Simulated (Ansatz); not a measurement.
Job for Ansatz (an electronic-structure program): R-r2SCAN/def2-TZVPPD on C3H6S (a complex), monomers drawn apart or pushed together. Files ending in .json are basis or fitting sets from the Basis Set Exchange.

Ansatz 0.2 input:
```yaml
crystal:
  periodic: [false, false, false]
  atoms:
    - {symbol: S, position_ang: [0.17902421, 0.15321057, -0.49990647]}
    - {symbol: H, position_ang: [0.31789063, -1.17979088, -0.42046149]}
    - {symbol: H, position_ang: [0.66804189, 0.33445388, 0.73996336]}
    - {symbol: C, position_ang: [-1.33691376, -0.39529316, 5.20606277]}
    - {symbol: C, position_ang: [-0.08006193, -0.13068283, 5.40286521]}
    - {symbol: C, position_ang: [1.18108382, 0.13741900, 5.58161209]}
    - {symbol: H, position_ang: [-1.99315765, -0.65410522, 6.02888791]}
    - {symbol: H, position_ang: [-1.76198248, -0.36018953, 4.20911164]}
    - {symbol: H, position_ang: [1.51909333, 1.14787728, 5.78172938]}
    - {symbol: H, position_ang: [1.93344455, -0.64240080, 5.54765906]}
basis:
  gaussian:
    orbitals: def2-TZVPPD.json
hamiltonian:
  xc: {name: r2SCAN}
scf: {lower_state_search: off}
```

The log:

```
WARN ansatz: RAYON_NUM_THREADS=1 ignored (pool sized by the plan → 1); use --threads N
Functional definition: r2SCAN
these checks for a lower state are left out or cut short: stability, starts, cluster_reference, orbital_swaps, neighbouring_geometries, increment
integrals: 0.16 GiB planned
1194 factors; their error is unknown
mean field: 1.18 GiB planned
mean field evaluation 1: about -14033.0009 eV, gradient 5.8e1 eV
mean field evaluation 2: about -14031.1428 eV, gradient 6.2e1 eV
mean field evaluation 4: about -14041.0300 eV, gradient 6.7e0 eV
mean field evaluation 8: about -14041.1398 eV, gradient 3.4e-2 eV
mean field evaluation 16: about -14041.1016 eV, gradient 1.4e-4 eV
mean field -14041.10157053 eV, -516.0009653163 hartree, gradient 8.8e-6 eV, S^2 0.000000; 0 other end points of the search recorded, 0 dependent functions left out
reference -14041.10159311 eV, -516.0009661462 hartree; 20, 20 occupied and 244, 244 virtual orbitals, 1194 factors
Total energy: -14041.10159311 eV, -516.0009661462 hartree
Checks for a lower state left out: stability, starts, cluster_reference, orbital_swaps, neighbouring_geometries, increment
```

The calculation finished and met its thresholds.

Cost: very roughly 3 core-seconds.
